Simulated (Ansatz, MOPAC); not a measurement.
System: ethoxygermane, C2H8GeO, charge 0, multiplicity 1. SMILES: CC[O][GeH3]

Atoms: C1, C2, O3, Ge4, H5, H6, H7, H8, H9, H10, H11, H12. Bonds: C1-C2, C1-H5, C1-H6, C1-H7, C2-O3, C2-H8, C2-H9, O3-Ge4, Ge4-H10, Ge4-H11, Ge4-H12.

Bond lengths (Å) and angles (degrees) optimised at PM6 with MOPAC; PM7 with MOPAC; HF/6-31G* with LANL2DZ past Ar with Ansatz (a quantum-chemistry and plane-wave program); PBE/6-31G* with LANL2DZ past Ar with Ansatz, each started from the B3LYP-D3(BJ)/def2-TZVP structure (Ansatz) of the last column. A row stands for all coordinates that are equal there; 13 of 21 kinds are shown. 6-31G* holds six Cartesian d functions. No wavenumbers were computed at PBE/6-31G* with LANL2DZ past Ar, so these may be saddle points.

```tsv
coordinate	PM6	PM7	HF/6-31G* with LANL2DZ past Ar	PBE/6-31G* with LANL2DZ past Ar	B3LYP-D3(BJ)/def2-TZVP
C1-C2	1.526	1.532	1.517	1.523	1.515
C1-H5	1.098	1.097	1.084	1.103	1.091
C1-H7	1.093	1.092	1.086	1.104	1.092
C2-O3	1.414	1.373	1.402	1.433	1.422
C2-H8	1.107	1.109	1.089	1.112	1.099
O3-Ge4	1.832	1.707	1.751	1.805	1.789
Ge4-H10	1.514	1.517	1.527	1.555	1.532
Ge4-H11	1.515	1.512	1.537	1.568	1.543
C1-C2-O3	105.0	106.4	108.9	108.2	108.8
C2-O3-Ge4	122.5	128.0	122.1	116.8	118.7
C2-C1-H5	110.6	110.4	110.3	110.4	110.4
C2-C1-H7	111.7	111.5	110.7	110.6	110.5
C1-C2-H8	111.4	111.6	109.9	110.0	110.0
```

Mean signed difference of all 11 bond lengths from B3LYP-D3(BJ)/def2-TZVP: PM6 0.000 Å, PM7 -0.014 Å, HF/6-31G* with LANL2DZ past Ar -0.010 Å, PBE/6-31G* with LANL2DZ past Ar 0.015 Å.
